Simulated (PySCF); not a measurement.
**Two-component Hartree-Fock for I(3+) (iodine, charge +3)**

Start: [Kr] 4d10 5s2 5p2; 5p1/2 filled at m_j = -1/2, +1/2. Calculated with PySCF 2.14 in x2c-TZVPPall-2c: generalised Hartree-Fock with the X2C-1e Hamiltonian and a Gaussian nucleus; one run each with spin-orbit coupling (SO) switched off, then screened by Boettger's factors.

```csv
spinor shell,electrons,"ε, spin-free (eV)","ε, screened SO (eV)",weight of nominal j (screened SO),"rms radius, screened SO (bohr)"
1s1/2,2,-33366.8,-33362.8,1.000,0.0311
2s1/2,2,-5282.4,-5281.1,1.000,0.127
2p1/2,2,-4737.5,-4945.1,1.000,0.109
2p3/2,4,-4737.5,-4643.5,1.000,0.115
3s1/2,2,-1134.7,-1134.1,1.000,0.334
3p1/2,2,-953.79,-993.88,1.000,0.327
3p3/2,4,-953.79,-935.17,1.000,0.338
3d3/2,4,-683.51,-690.32,1.000,0.311
3d5/2,6,-683.51,-678.22,1.000,0.314
4s1/2,2,-243.15,-242.76,1.000,0.787
4p1/2,2,-183.80,-191.73,1.000,0.825
4p3/2,4,-183.80,-179.73,1.000,0.855
4d3/2,4,-94.597,-95.510,1.000,0.983
4d5/2,6,-94.597,-93.454,1.000,0.990
5s1/2,2,-51.187,-51.043,1.000,1.97
5p1/2,2,-39.734,-39.333,1.000,2.24
```

| quantity | spin-free | screened SO |
| --- | --- | --- |
| E (hartree) | -7109.55453 | -7111.70717 |
| M_J | 0 | 0 |
| ⟨J²⟩ | 2.006 | 0.000 |
| ⟨L²⟩ | 2.004 | 1.353 |
| ⟨S²⟩ | 2.002 | 1.353 |

Breit and QED terms are absent; they matter most for the inner s and p1/2 levels.

Densities and radii are taken from the X2C orbitals without a picture-change correction, which distorts them close to the nucleus.

Without spin-orbit coupling the j labels of p, d and f shells carry no meaning; the spin-free column gives the mean over the occupied spinors of each nl shell.
